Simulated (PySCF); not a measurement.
Gas-phase reaction: 2 GeF4 + 2 CF → 2 GeF3 + C2F4

Computed with PySCF and rigid-rotor harmonic-oscillator thermochemistry at 1 bar. † marks an energy on the PBE0/def2-TZVP geometry and frequencies; other levels use their own. MP2 freezes the core. 6-31G* has spherical d functions here. Open shells (unrestricted): CF (multiplicity 2), GeF3 (multiplicity 2); the rest are closed-shell singlets. Spin-orbit splitting is ignored; it lowers the true energy and changes the entropy of CF. B3LYP is the form with VWN-RPA correlation. Ge: all electrons, no relativistic terms. GeF3: computed as isolated molecules; such fragments, hydroxides, amides, oligomers or adducts are transient or little studied in the gas. MP2 isn't extrapolated to the basis-set limit.

```tsv
level	ΔH°(298 K), kJ
B3LYP/6-31G*	-323
MP2/def2-SVP†	-265
MP2/def2-TZVPP†	[?]
PBE/def2-SVP	-411
PBE0/def2-SVP†	[?]
r2SCAN/def2-TZVP†	[?]
```

Q: Some entries are withheld; supply them.

A: 
- MP2/def2-TZVPP†, ΔH°(298 K), kJ: -246
- PBE0/def2-SVP†, ΔH°(298 K), kJ: -371
- r2SCAN/def2-TZVP†, ΔH°(298 K), kJ: -307
